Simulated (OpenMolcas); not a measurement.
Cr3+: moving the ligands

Cr3+ with 6 ligands (sulfide) in trigonal prismatic coordination (D3h) at 2.4 Å. A charge of +1.5 e stands 2.8 Å behind each ligand. Ligand basis ANO-RCC-VDZP.

```
Program             : OpenMolcas
Method              : CASSCF
Basis               : ANO-RCC-VDZP [5s4p2d1f]
Scalar Hamiltonian  : DKH2, point nucleus
Active space        : 3 electrons in 5 orbitals (3d)
State averaging     : 2S+1 = 4 even, 10 roots; 2S+1 = 2 even, 40 roots
Spin-orbit coupling : state interaction with AMFI integrals over the reference wave functions
```

Runs around this geometry, states (labels of D3, the rotations of D3h). Energies in cm-1 above the lowest state or level, χT in cm3 K/mol.

| R (Å) | Polar angle / regular | Ground state | First state of that spin | First gap with spin-orbit (degeneracies) | χT at 300 K | First state of another spin |
| --- | --- | --- | --- | --- | --- | --- |
| 2.33 | 1 | 4A2 | 4A2 4396 | 21.7 (2, 2) | 1.763 | 2E 15873 |
| 2.4 | 1 | 4A2 | 4A2 3875 | 25.2 (2, 2) | 1.740 | 2E 16216 |
| 2.48 | 1 | 4A2 | 4A2 3354 | 29.7 (2, 2) | 1.709 | 2E 16514 |
| 2.4 | 1.1 | 4A2 | 4A2 3657 | 25.5 (2, 2) | 1.736 | 2E 16169 |

Taking the first state of the same spin as R^-n, n = -ln(3354 / 4396) / ln(2.48 / 2.33) = 4.3 between the shortest and longest distance.

Without dynamic correlation the repulsion within the d shell is too large (B by tens of per cent), so at a given field states of lower spin stand too high. The sulfide ions are held by bare point charges, a crude embedding. Ligand-to-metal charge-transfer states are missing. With no ligand orbital active B as a rule stays too high, so bands that hang on it stand too high and its fall with covalency is understated. With metal d orbitals alone and no dynamic correlation the field as a rule comes out too small, by tens of per cent, by up to half for chloride and softer ligands. The least metal-like active orbital is 84 % on the metal (Löwdin) and no ligand orbital is active, so the numbers are rough (holds for R = 2.33, ratio = 1). No measured value stands beside these numbers; the geometry was imposed, not optimised, and the real ion may take another.
